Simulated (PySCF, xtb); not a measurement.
GeHFBr2, SMILES [F][GeH]([Br])[Br].

xtb with GFN2-xTB at its own geometry gives an orbital gap of 5.12 eV and a dipole moment of 3.58 D.

Geometry optimised at B3LYP-D3(BJ)/def2-SVP. This is a generated structure with no PubChem entry under its InChIKey; it may be hypothetical.

**Question.** What does PBE/def2-TZVP in PySCF give? (The exact figures need the calculation; the answer reports its results.)

**Answer.** gap 4.78 eV (levels -7.56 and -2.78 eV), dipole 1.59 D.
